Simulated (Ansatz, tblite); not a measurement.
Removing and adding an electron: `Sc1ccc(-c2ccc(-c3ccc(S)[se]3)[se]2)[se]1`. Charge 0, multiplicity 1. Geometry: PBE-D4/def2-SVP. Ansatz, gas phase; energy differences of separate SCF runs; the oxidised species was run as a doublet alone; the reduced species was run as a doublet alone.

```csv
atom,x (Å),y (Å),z (Å)
S1,-2.585,-6.310,-1.902
C2,-1.987,-4.837,-1.149
C3,-1.871,-4.509,0.192
C4,-1.343,-3.213,0.452
C5,-1.012,-2.444,-0.657
C6,-0.468,-1.116,-0.720
C7,-0.163,-0.339,-1.835
C8,0.370,0.948,-1.573
C9,0.526,1.285,-0.230
C10,1.032,2.498,0.350
C11,1.211,2.831,1.687
C12,1.741,4.125,1.954
C13,2.010,4.892,0.831
S14,2.666,6.519,0.708
Se15,1.575,3.955,-0.751
Se16,-0.052,-0.155,0.865
Se17,-1.387,-3.422,-2.248
H18,-2.837,-6.957,-0.730
H19,-2.168,-5.201,0.993
H20,-1.205,-2.836,1.478
H21,-0.330,-0.707,-2.859
H22,0.646,1.643,-2.380
H23,0.959,2.128,2.496
H24,1.926,4.493,2.974
H25,2.748,6.724,2.053
```

The xTB rows come from tblite. Correlated methods freeze 49 core orbitals; core or outer-core shells of Se are correlated, in sets that lack core-valence functions. Single mean-field runs in def2-TZVP are fitted with def2-universal-jkfit.

(1) Estimate orbital energies and vertical ionisation energies and electron affinities at: GFN1-xTB; GFN2-xTB; PBE-D4/def2-TZVP; PBE0-D4/def2-TZVP; B2PLYP/def2-TZVP.

Answers

(1) 
```
            level  −HOMO (eV)  vertical IE (eV)  −LUMO (eV)  vertical EA (eV)  HOMO–LUMO gap (eV)  IE − EA (eV)                                     remarks
         GFN1-xTB        9.85             11.74        8.10              6.14                1.75          5.59                                           –
         GFN2-xTB        9.69             11.37        8.05              6.33                1.64          5.04                                           –
 PBE-D4/def2-TZVP        4.47              6.20        2.70              1.04                1.76          5.16                HOMO above zero (-1 doublet)
PBE0-D4/def2-TZVP        5.26              6.43        2.16              1.06                3.10          5.37                HOMO above zero (-1 doublet)
 B2PLYP/def2-TZVP           –              6.50           –                 –                   –             –  spin-contaminated (⟨S²⟩ 0.85) (+1 doublet)
```

Run but left out: B2PLYP/def2-TZVP (charge -1 doublet: ⟨S²⟩ 0.90, where a pure state has 0.75).   A HOMO above zero means that the electron is unbound at that level or that self-interaction error raises the level; the energy of removing that electron tells which. Raw xTB energy differences between charge states are shifted by several eV; the methods need an empirical correction for them. Sets without diffuse functions give affinities that are too small.
